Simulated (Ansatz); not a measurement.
Cost and result up the ladder for the cluster Mg2I3 (5 atoms). The state is a doublet with charge 0. Geometry: PBE-D4/def2-SVP.

Cartesian coordinates in Å:
```
Mg -0.3616 1.2467 1.2189
Mg 0.2616 -0.9024 -0.8822
I -2.3572 -0.4282 -0.5016
I 1.2788 1.5273 -1.4217
I 1.1784 -1.4433 1.5867
```

Ansatz on 4 threads of Arm Neoverse V2 on a shared host. Times are rough, and most runs start from the orbitals of an earlier one. PBE0-D4/def2-TZVP serves as the yardstick here, not as an exact answer. Differences are given only for rows in sets of like size (and for xTB, whose basis is part of the method), since another set adds its own error. Binding counts from free atoms at the same level (Mg singlet, I doublet; other spins of the atoms weren't run), without zero-point energy or a counterpoise term.

In the def2 sets I takes a core potential; there is no spin–orbit coupling. Correlated methods freeze 14 core orbitals; core or outer-core shells of Mg, I are correlated, in sets that lack core-valence functions. The rows differ in basis, and correlated rows in double-zeta sets carry the largest basis error. Another isomer (doublet) lies 0.40 eV lower at PBE0-D4/def2-TZVP; other spin states weren't run for this one.

Correlated methods converge slowly with the basis, most of all in double-zeta sets.

```tsv
level	functions	wall time	binding energy per atom (eV)	difference from PBE0-D4/def2-TZVP (eV)
PBE-D4/def2-SVP	114	2.6 s	1.85	–
HF/def2-TZVP	214	4.8 s	1.38	-0.48
PBE0-D4/def2-SVP	114	5 s	1.84	–
PBE-D4/def2-TZVP (with forces)	214	5.5 s	1.85	-0.01
MP2/def2-TZVP	214	8.5 s	1.89	0.03
BHLYP-D4/def2-TZVP	214	9 s	1.73	-0.13
PBE0-D4/def2-TZVP	214	12 s	1.86	0.00
r2SCAN-D4/def2-TZVP	214	12 s	1.92	0.07
PBE-QIDH/def2-TZVP	214	14 s	1.87	0.01
CCSD(T)/def2-SVP	114	98 s	1.63	–
```
